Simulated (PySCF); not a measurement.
C3H10BN.
SMILES with atom numbers: `[CH3:1][CH2:2][B:3]([CH3:4])[NH2:5]` (hydrogens: H6, H7, H8 on C1; H9, H10 on C2; H11, H12, H13 on C4; H14, H15 on N5)

Method: PBE0-D3(BJ)/def2-SVP geometry optimisation, gas phase (PySCF).

(1) What internal coordinates does the optimisation give?

Results:

(1) 
```tsv
bond	length (pm)
C1–C2	152.2
C2–B3	158.6
B3–C4	158.7
B3–N5	140.1
C1–H6, C1–H7, C1–H8	110.2
C2–H9, C2–H10	110.7
C4–H11, C4–H12, C4–H13	110.2
N5–H14, N5–H15	101.1
```

Bonds in one row agree within 1 pm and their mean is given. A selection of angles:
```tsv
angle	degrees
C2–C1–H6	111.5
C2–C1–H7	112.6
H6–C1–H7	106.8
C1–C2–B3	117.7
C1–C2–H9	110.4
B3–C2–H9	106.9
H9–C2–H10	103.6
C2–B3–C4	120.7
C2–B3–N5	119.9
C4–B3–N5	119.4
B3–C4–H11	111.2
B3–C4–H13	113.0
H11–C4–H12	106.3
H11–C4–H13	107.5
B3–N5–H14	123.5
H14–N5–H15	113.5
```

Dihedral angles: C1–C2–B3–C4 180° (antiperiplanar).

N5 (boron-bound nitrogen) is planar (angles 123.5°, 123.0° and 113.5°, sum 360.0°, 0.00 Å off the plane of its three neighbours). Of the pairs four or more bonds apart, C1···H15 is among the closest relative to their van der Waals radii: 2.64 Å, 91 % of the sum of Bondi's values. B3 (three-coordinate boron) is planar (angles 120.7°, 119.9° and 119.4°, sum 360.0°, 0.00 Å off the plane of its three neighbours). The 5 heavy atoms lie in one plane (0.001 Å rms).

Point group: Cs (tolerance 0.08 Å). No frequency check. The numbers are those of one conformer.
